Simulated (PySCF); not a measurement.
# Correlation energy of Ne(3+) (neon, charge +3)

[He] 2s2 2p3, high-spin 4S determinant. Calculation: PySCF 2.14, in aug-cc-pVTZ with one added diffuse shell each of s, p, d, f type (6s5p4d3f, 62 functions); the non-relativistic Hamiltonian (point nucleus). Frozen: 1s2; 5 electrons correlated.

```tsv
level	correlation energy (mhartree)
CCSD	-114.53
(T)	-0.91
CCSD(T)	-115.44
```

Diagnostics: T1 = 0.0020, D1 = 0.0045, largest double amplitude 0.023.

Cost of the coupled-cluster step: of the order of 7 core-seconds, for 5 correlated electrons.
